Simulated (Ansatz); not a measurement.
Gas-phase reaction R1 + R2 → P1, each structure at its B3LYP-D3(BJ)/def2-SVP stationary point, reached from a drawn start (curvature not checked).
R1, HInO (SMILES [OH][In]) (charge 0, multiplicity 1):
```json
[
 {"atom": "In", "x (Å)": "-0.5160", "y (Å)": "0.0000", "z (Å)": "-1.4936"},
 {"atom": "O", "x (Å)": "0.4474", "y (Å)": "0.0000", "z (Å)": "0.3026"},
 {"atom": "H", "x (Å)": "0.0686", "y (Å)": "0.0000", "z (Å)": "1.1911"}
]
```
P1, HInO3 (SMILES [OH][In]1[O][O]1) (charge 0, multiplicity 1):
```
atom    x (Å)    y (Å)    z (Å)
----  -------  -------  -------
In     0.0000   0.1278   0.1289
O      0.0000   0.1660  -1.8461
H      0.0000  -0.7314  -2.2148
O      0.8102   0.2188   1.9660
O     -0.8102   0.2188   1.9660
```
R2: O2 (SMILES O=O), charge 0, multiplicity 3.

P less R. No zero-point or thermal terms; singlets are restricted closed shells; open shells are unrestricted; no spin–orbit coupling. One arrangement of each flexible species, with no search for the lowest.

Frozen-core correlation throughout. In cc and def2 sets filled d and f shells under p-block atoms count as core. CBS(a, b) extrapolates the correlation energy as X⁻³ and adds the Hartree–Fock energy of set b.

Codes used: Ansatz (Gaussian basis) for Hartree–Fock, density functionals and correlated methods. No computed number here is a measurement. Elements past Kr take the def2 small-core potentials, without spin–orbit coupling.

```tsv
level	reaction energy (kJ/mol)
PBE/def2-TZVPPD	106.5
r2SCAN/def2-TZVPPD	115.4
PBE0/def2-TZVPPD	139.9
wB97M-V/def2-TZVPPD	117.1
MP2/def2-SVPD	76.1
MP2/CBS(def2-TZVPPD, def2-QZVPPD)	19.7
SCS-MP2/def2-SVPD	66.5
CCSD(T)/def2-QZVPPD	[?]
CCSD(T)/CBS(def2-TZVPPD, def2-QZVPPD)	[?]
```

### Question
Some entries are withheld; supply them.

### Answer

- CCSD(T)/def2-QZVPPD, reaction energy (kJ/mol): 62.0
- CCSD(T)/CBS(def2-TZVPPD, def2-QZVPPD), reaction energy (kJ/mol): 57.5

Ansatz is a program for electronic structure.
